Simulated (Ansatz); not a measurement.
```yaml
crystal:
  periodic: [false, false, false]
  atoms:
    - {symbol: Ca, position_ang: [-0.007839, 0.006649, -0.008220]}
    - {symbol: I, position_ang: [-2.266331, -0.985801, 1.373469]}
    - {symbol: I, position_ang: [-0.007839, 0.306649, -0.008220]}
basis:
  gaussian: {orbitals: def2-TZVPD}
hamiltonian: {xc: {name: PBE0}, dispersion: d3bj}
scf: {lower_state_search: light}
output: {forces: true}
```

```sh
$ ansatz run in.yaml --threads 4 --pin off --events-out ev --progress --plain --max-ram 3916MiB
```

Shortened log:

```
Functional definition: PBE0
1317 factors; their error is unknown
mean field evaluation 1: about -26697.2140 eV, gradient 5.1e2 eV
mean field evaluation 2: about -21412.4736 eV, gradient 1.0e3 eV
mean field evaluation 4: about -26502.2076 eV, gradient 4.1e2 eV
mean field evaluation 8: about -27242.6929 eV, gradient 8.0e0 eV
mean field evaluation 16: about -27243.3772 eV, gradient 1.7e-1 eV
a density is far from that of the atoms, so the factors are made again for it
1608 factors; integrals over basis functions are off by at most 1.2e-4 eV
mean field evaluation 32: about -27243.3794 eV, gradient 4.3e-5 eV
mean field -27243.37942194 eV, -1001.1757275304 hartree, gradient 4.3e-5 eV, S^2 0.000000; 0 other end points of the search recorded, 0 dependent functions left out
reference -27243.37947484 eV, -1001.1757294744 hartree; 35, 35 occupied and 119, 119 virtual orbitals, 1608 factors
Total energy: -27243.50096388 eV, -1001.1801941145 hartree
Atom 0 at    -0.007839     0.006649    -0.008220 Å, force    -7.626708 -56577.433833     4.665829 eV/Å
Atom 1 at    -2.266331    -0.985801     1.373469 Å, force     0.890015    -0.503748    -0.544489 eV/Å
Atom 2 at    -0.007839     0.306649    -0.008220 Å, force     6.736693 56577.937581    -4.121340 eV/Å
Dipole moment:     0.844248     0.311215    -0.516490 e Å
```

In this input one atom was put on top of another. Self-consistency was reached. The result belongs to that input, not to the species as meant.

In the def2 sets I takes a core potential; there is no spin–orbit coupling.
